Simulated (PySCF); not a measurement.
## Basis-set dependence of population analyses: `CC[SiH2]B(Cl)Cl`

Compound: C2H7BCl2Si.
Atom-mapped SMILES: `[CH3:1][CH2:2][SiH2:3][B:4]([Cl:5])[Cl:6]` (hydrogens: H7, H8, H9 on C1; H10, H11 on C2; H12, H13 on Si3)

PBE0 throughout (PySCF), one geometry, spherical d and f functions. The structure is a single PBE0-D3(BJ)/def2-SVP conformer in the gas phase; no vibrational or solvent corrections. Atoms taken as equivalent share a column and are averaged. The first 7 of 8 kinds of atom are listed.

Mulliken charges (e):

```tsv
basis	functions	C1	C2	Si3	B4	Cl5/Cl6	H7/H8/H9	H10/H11
STO-3G	49	-0.234	-0.292	+0.529	+0.149	-0.155	+0.077	+0.074
6-31G	80	-0.488	-0.631	+0.629	-0.199	-0.025	+0.175	+0.201
pcSseg-0	80	-0.636	-0.991	+0.663	+0.016	-0.156	+0.241	+0.277
6-31G*	110	-0.533	-0.550	+0.416	-0.033	-0.067	+0.184	+0.199
cc-pVDZ	131	-0.097	-0.247	+0.263	-0.004	-0.064	+0.054	+0.065
def2-SVP	131	-0.087	-0.344	+0.324	+0.021	-0.057	+0.053	+0.078
aug-cc-pVDZ	213	+0.454	+0.362	-0.468	+0.454	-0.291	-0.158	-0.251
6-311+G(2d,p)	228	-0.581	-0.353	+0.451	+0.098	-0.144	+0.155	+0.161
def2-TZVP	246	-0.374	-0.323	+0.073	+0.186	-0.087	+0.129	+0.129
cc-pVTZ	290	-0.303	-0.264	+0.152	+0.042	-0.057	+0.107	+0.105
IGLO-III	307	-0.381	-0.444	+0.590	+0.075	-0.089	+0.124	+0.143
```

IAO charges (e):

```
        basis  functions      C1      C2     Si3      B4  Cl5/Cl6  H7/H8/H9  H10/H11
       STO-3G         49  -0.391  -0.493  +0.636  -0.177   -0.010    +0.131   +0.132
        6-31G         80  -0.422  -0.496  +0.467  -0.109   -0.021    +0.145   +0.155
     pcSseg-0         80  -0.414  -0.511  +0.449  -0.109   -0.015    +0.144   +0.157
       6-31G*        110  -0.403  -0.507  +0.572  -0.093   -0.035    +0.139   +0.148
      cc-pVDZ        131  -0.403  -0.504  +0.566  -0.085   -0.036    +0.138   +0.146
     def2-SVP        131  -0.393  -0.503  +0.575  -0.091   -0.029    +0.134   +0.144
  aug-cc-pVDZ        213  -0.415  -0.511  +0.570  -0.082   -0.039    +0.142   +0.150
6-311+G(2d,p)        228  -0.417  -0.522  +0.599  -0.095   -0.035    +0.143   +0.151
    def2-TZVP        246  -0.416  -0.525  +0.607  -0.094   -0.036    +0.142   +0.151
      cc-pVTZ        290  -0.417  -0.522  +0.593  -0.087   -0.038    +0.143   +0.151
     IGLO-III        307  -0.418  -0.526  +0.607  -0.101   -0.033    +0.143   +0.151
```

Hirshfeld charges (e):

| basis | functions | C1 | C2 | Si3 | B4 | Cl5/Cl6 | H7/H8/H9 | H10/H11 |
| --- | --- | --- | --- | --- | --- | --- | --- | --- |
| STO-3G | 49 | -0.043 | -0.085 | +0.308 | +0.211 | -0.147 | +0.012 | +0.011 |
| 6-31G | 80 | -0.096 | -0.132 | +0.216 | +0.081 | -0.057 | +0.036 | +0.041 |
| pcSseg-0 | 80 | -0.102 | -0.129 | +0.246 | +0.067 | -0.050 | +0.033 | +0.034 |
| 6-31G* | 110 | -0.095 | -0.135 | +0.220 | +0.097 | -0.064 | +0.036 | +0.043 |
| cc-pVDZ | 131 | -0.107 | -0.140 | +0.241 | +0.075 | -0.052 | +0.037 | +0.041 |
| def2-SVP | 131 | -0.111 | -0.143 | +0.244 | +0.068 | -0.043 | +0.037 | +0.041 |
| aug-cc-pVDZ | 213 | -0.123 | -0.159 | +0.246 | +0.079 | -0.050 | +0.041 | +0.045 |
| 6-311+G(2d,p) | 228 | -0.116 | -0.155 | +0.248 | +0.072 | -0.049 | +0.039 | +0.043 |
| def2-TZVP | 246 | -0.118 | -0.154 | +0.243 | +0.079 | -0.051 | +0.040 | +0.044 |
| cc-pVTZ | 290 | -0.118 | -0.152 | +0.243 | +0.080 | -0.053 | +0.040 | +0.044 |
| IGLO-III | 307 | -0.124 | -0.156 | +0.243 | +0.072 | -0.044 | +0.040 | +0.044 |

Some averages cover members that differ in this geometry, most widely: H10/H11, Mulliken in aug-cc-pVDZ -0.298 to -0.204; H7/H8/H9, Mulliken in aug-cc-pVDZ -0.177 to -0.144 e.

**Question.** Which scheme is steadiest as the basis changes?

**Answer.** Largest range over the bases for any column: Hirshfeld 0.14 e, IAO 0.19 e, Mulliken 1.35 e. Hirshfeld charges move least and Mulliken charges most, counted in e. Without the minimal STO-3G basis the ranges are Hirshfeld 0.03, IAO 0.16, Mulliken 1.35 e.

**Question.** How much do the charges still move between the two largest bases, cc-pVTZ and IGLO-III?

**Answer.** At most, over all atoms: Mulliken 0.438 e, IAO 0.015 e, Hirshfeld 0.009 e.

**Question.** What do the same runs give for the total energy, the frontier levels and the dipole moment?

**Answer.** 
```json
{"basis": "STO-3G", "energy (Eh)": "-1300.1396", "HOMO (eV)": "-6.41", "LUMO (eV)": "0.45", "μ (D)": "1.72"}
{"basis": "6-31G", "energy (Eh)": "-1314.5400", "HOMO (eV)": "-8.13", "LUMO (eV)": "-2.09", "μ (D)": "1.63"}
{"basis": "pcSseg-0", "energy (Eh)": "-1313.0551", "HOMO (eV)": "-8.41", "LUMO (eV)": "-2.33", "μ (D)": "1.46"}
{"basis": "6-31G*", "energy (Eh)": "-1314.6271", "HOMO (eV)": "-7.97", "LUMO (eV)": "-2.00", "μ (D)": "1.36"}
{"basis": "cc-pVDZ", "energy (Eh)": "-1314.6995", "HOMO (eV)": "-7.94", "LUMO (eV)": "-1.93", "μ (D)": "1.24"}
{"basis": "def2-SVP", "energy (Eh)": "-1314.2355", "HOMO (eV)": "-7.93", "LUMO (eV)": "-1.88", "μ (D)": "1.04"}
{"basis": "aug-cc-pVDZ", "energy (Eh)": "-1314.7100", "HOMO (eV)": "-8.04", "LUMO (eV)": "-2.10", "μ (D)": "1.29"}
{"basis": "6-311+G(2d,p)", "energy (Eh)": "-1314.7503", "HOMO (eV)": "-8.05", "LUMO (eV)": "-2.14", "μ (D)": "1.26"}
{"basis": "def2-TZVP", "energy (Eh)": "-1314.7595", "HOMO (eV)": "-8.00", "LUMO (eV)": "-2.09", "μ (D)": "1.21"}
{"basis": "cc-pVTZ", "energy (Eh)": "-1314.7741", "HOMO (eV)": "-8.01", "LUMO (eV)": "-2.06", "μ (D)": "1.23"}
{"basis": "IGLO-III", "energy (Eh)": "-1314.7564", "HOMO (eV)": "-8.00", "LUMO (eV)": "-2.07", "μ (D)": "1.17"}
```

The dipole is fixed by the density alone, so its range of 0.68 D shows that the density itself changes with the basis, not only its division among atoms.
